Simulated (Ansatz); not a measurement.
`C[Se][Ga]([Cl])[Cl]` + H₂ → `[Cl][Ga]([Cl])[SeH]` + CH₄  (hydrogenolysis of the Se–C bond)

Isolated molecules relaxed with PBE0-D4/def2-TZVP in Ansatz; ΔE leaves out vibrations. CCSD(T)/CBS adds triple-zeta CCSD(T) − MP2 to the extrapolated MP2 energy (def2 sets, frozen cores). This one scheme is used for every species. For Ga, Se outer-core shells are correlated without core-valence functions, which leaves a few kJ/mol of doubt a bond. Scalar relativity is left out up to krypton. Each species was taken in one conformer, which may not be the lowest.

| species | CCSD(T)/CBS(def2) energy (Eh) |
| --- | --- |
| `C[Se][Ga]([Cl])[Cl]` | -5284.21390 |
| H₂ | -1.17544 |
| `[Cl][Ga]([Cl])[SeH]` | -5244.95427 |
| CH₄ | -40.46206 |

Task: Work out ΔE.

Result: ΔE = (-5244.95427) + (-40.46206) − (-5284.21390) − (-1.17544) = -0.02699 Eh = -70.9 kJ/mol.

Largest T1 diagnostic among the species: 0.011.

From BLYP to BHLYP (50 % exact exchange), in def2-TZVPP and without D4, ΔE moves by −7.8 kJ/mol. In def2-TZVPP, CCSD(T) changes the Hartree–Fock value by +22.8 kJ/mol (the triples alone add +5.2 kJ/mol) and MP2 by +28.5 kJ/mol. The D4 term adds +10.6 kJ/mol with B3LYP and +5.8 kJ/mol with PBE0; it sums over pairs of atoms, weighted by their polarisabilities, and B3LYP, whose exchange is more repulsive, gets the larger term.

B3LYP here is the variant with VWN-RPA as its local correlation; programs differ in this.
